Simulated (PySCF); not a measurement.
## C₆ coefficients of unlike pairs at PBE

Calculated with PySCF 2.14 from the dipole response of each species, C₆(A,B) = (3/π) ∫ α_A(iu) α_B(iu) du, in atomic units, from isotropic polarisabilities. For ions this is the dispersion term alone; charge-induced terms of lower order in 1/R come first.

```json
{"species": "Pb", "configuration": "[Xe] 4f14 5d10 6s2 6p2 (3P)", "basis": "aug-cc-pVTZ-DK3 (9s8p6d3f)", "relativity": "spin-free X2C", "α (bohr³)": "69.28", "C₆ (like pair)": "802.2"}
{"species": "Sn²⁺", "configuration": "[Kr] 4d10 5s2 (1S)", "basis": "aug-cc-pwCVTZ-DK3 with one added diffuse shell each of s, p, d, f type (11s10p8d5f1g)", "relativity": "spin-free X2C", "α (bohr³)": "14.85", "C₆ (like pair)": "83.68"}
{"species": "Mn³⁺", "configuration": "[Ar] 3d4 (5D)", "basis": "aug-cc-pVTZ (8s7p5d3f2g)", "relativity": "none", "α (bohr³)": "2.069", "C₆ (like pair)": "5.140"}
{"species": "Ti²⁺", "configuration": "[Ar] 3d2 (3F)", "basis": "aug-cc-pVTZ with one added diffuse shell each of s, p, d, f, g type (9s8p6d4f3g)", "relativity": "none", "α (bohr³)": "5.201", "C₆ (like pair)": "15.47"}
```

Task: Estimate C₆ for Ti²⁺ with Sn²⁺.

Result: The integral gives 35.27. The combination rule 2 C_A C_B / (C_A α_B/α_A + C_B α_A/α_B) gives 35.24 and the geometric mean 35.98.

No spin-orbit coupling is included, so Pb, close to jj coupling, stand for model states.

The other pairs:

```json
{"pair": "Ti²⁺, Mn³⁺", "C₆": "8.628"}
{"pair": "Mn³⁺, Sn²⁺", "C₆": "18.77"}
{"pair": "Ti²⁺, Pb", "C₆": "96.66"}
{"pair": "Mn³⁺, Pb", "C₆": "47.09"}
{"pair": "Sn²⁺, Pb", "C₆": "244.1"}
```
